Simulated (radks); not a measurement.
Initial-state core-level shifts of the phosphorus ion P2+ when its valence configuration changes from [Ne] 3s2 3p1. Calculated with a radial shooting solver on a logarithmic mesh with Libxc functionals: non-relativistic Kohn-Sham, PBEsol, spin-unpolarised, spherical densities, point nucleus. Shifts are changes of the shell-averaged eigenvalues in eV (positive: less bound); the change of the density at the nucleus, which sets a Mossbauer isomer shift, is in e/bohr^3, on a base of 2186.

valence          1s      2s      2p  density at nucleus
3s1 3p2      -1.339  -1.339  -1.320             -7.6731
3p3          -2.630  -2.635  -2.596            -15.5400
3s1.5 3p1.5  -0.676  -0.675  -0.665             -3.8116
3s0.5 3p2.5  -1.990  -1.992  -1.963            -11.5831
